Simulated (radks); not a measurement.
Computed order of ionisation of indium. At each step one electron was removed from each of the four highest sub-shells of the ion before, moves of one valence electron (up to charge 6) and the configuration listed by NIST were tried, and the lowest configuration was kept. All-electron calculation, Dirac Kohn-Sham, PBE, spin-unpolarised, spherical densities, finite nucleus; Fermi nuclear charge, rms radius of each element as measured or else 0.836 A^(1/3) + 0.57 fm. Program: a radial shooting solver on a logarithmic mesh with Libxc functionals. Sub-shells are occupied by j as written (lower j first in brackets).

species        lowest configuration found  NIST configuration  margin to the next tried (eV)  IE (eV)  NIST IE (eV)       kind
In       [Kr] 4d10 5s2 5p(1/2: 1, 3/2: 0)                same                          5.578    5.572         5.786       exp.
In+                         [Kr] 4d10 5s2                same                          6.277   19.235        18.870       exp.
In2+                        [Kr] 4d10 5s1                same                          7.107   28.319        28.044       exp.
In3+                            [Kr] 4d10                same                         15.845   56.004         55.45       exp.
In4+              [Kr] 4d(3/2: 4, 5/2: 5)                same                          0.949   73.758            69  semi-emp.
In5+              [Kr] 4d(3/2: 4, 5/2: 4)                same                          1.013   92.598            90     theory
In6+              [Kr] 4d(3/2: 4, 5/2: 3)                same                          1.078   112.42           109     theory
In7+              [Kr] 4d(3/2: 4, 5/2: 2)                same                          1.144   133.15           130     theory
In8+              [Kr] 4d(3/2: 4, 5/2: 1)                same                          1.212   154.73           156     theory
In9+              [Kr] 4d(3/2: 4, 5/2: 0)                same                          1.282   178.46           178     theory
In10+             [Kr] 4d(3/2: 3, 5/2: 0)                same                         63.787   201.74           201     theory
In11+             [Kr] 4d(3/2: 2, 5/2: 0)                same                         64.603   225.76           226     theory
In12+             [Kr] 4d(3/2: 1, 5/2: 0)                same                         65.375   250.47           249     theory
In13+                                [Kr]                same                         66.098   342.62           341     theory

Reference values: NIST Atomic Spectra Database (exp. = measured, semi-emp. = semi-empirical, theory = theoretical value adopted there). Spin polarisation and multiplet splitting are left out, so open shells lie too high by an amount that depends on their filling.

Beside tabulated values, note that spin-unpolarised runs miss the spin-polarisation part of the exchange energy of open shells.
